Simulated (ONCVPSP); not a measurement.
Before and after: ONCV potential for Ge

Ge (Z = 32), optimised norm-conserving Vanderbilt (ONCV), made with ONCVPSP 4.0.1 (PBE, scalar-relativistic). Core [Ne], reference 3s2 3p6 3d10 4s2 (charge +2). Waves: 3s+4s: rc 1.00 bohr, ncon 4, nbas 8, qcut 13.1 1/bohr, 2 projectors; 3p: rc 0.60 bohr, ncon 5, nbas 9, qcut 15.7 1/bohr, 2 projectors, debl 0.6 Ha; 3d: rc 1.30 bohr, ncon 4, nbas 9, qcut 11.2 1/bohr, 2 projectors, debl 2.5 Ha. Local part: polynomial inside 0.40 bohr (lpopt 5, dvloc0 0 Ha). Core correction: Teter function, fcfact 5.5, rcfact 1.

In the p channel the program set the typed energies aside and used -4.982, 0.250 Ha.

Change: p: nproj 3. In the p channel the program set the typed energies aside and used -4.982, 0.250, 0.850 Ha.

Cutoffs: the cutoffs (Ha) at which the residual kinetic energy of the hardest occupied pseudo-wave falls to 1 and 0.1 mHa per electron; they do not see the model core or the augmentation charge, which bear on the density cutoff. Errors are all-electron minus pseudo energies relative to the spin-unpolarised reference configuration.

Task: Predict the effect on cutoff, ghosts and configuration errors.

Result: The potential gets neither clearly harder nor softer (119 Ha and 326 Ha → 119 Ha and 326 Ha); a bound ghost appears in p, which as a rule spoils a file; the errors of the 4 common tests hardly move.

| quantity | base | changed |
| --- | --- | --- |
| cutoff, loose | 119 Ha | 119 Ha |
| cutoff, tight | 326 Ha | 326 Ha |
| bound ghosts | none | p |
| GHOST(+) flags under 300 eV | s at 253.4 eV | s at 253.4 eV |
| error for 3s2 3p6 3d10 4s2 4p2, meV [ΔE -22.88 eV] | +2.2 | +2.1 |
| error for 3s2 3p6 3d10 4s2 4p1, meV [ΔE -15.44 eV] | +1.5 | +1.5 |
| error for 3s2 3p6 3d10 4s1, meV [ΔE 34.79 eV] | -5.7 | -5.7 |
| error for 3s2 3p6 3d10 4s0 4p4, meV [ΔE -6.69 eV] | -0.4 | -0.5 |
| s: phases at 1.01 bohr within 0.05 rad from the reference energy up to (Ha; the scan ends near 5) | to the end of the scan | to the end of the scan |
| p: phases at 0.61 bohr within 0.05 rad from the reference energy up to (Ha; the scan ends near 5) | to the end of the scan | to the end of the scan |
| d: phases at 1.32 bohr within 0.05 rad from the reference energy up to (Ha; the scan ends near 5) | 5.0 | 5.0 |
| rms error of d²Exc/dni dnj with the model core, mHa | 1.06 | 1.06 |

 A true bound ghost makes a file unfit for plane-wave use even where its test errors are small: the radial tests pick states by their node count and pass the ghost by.
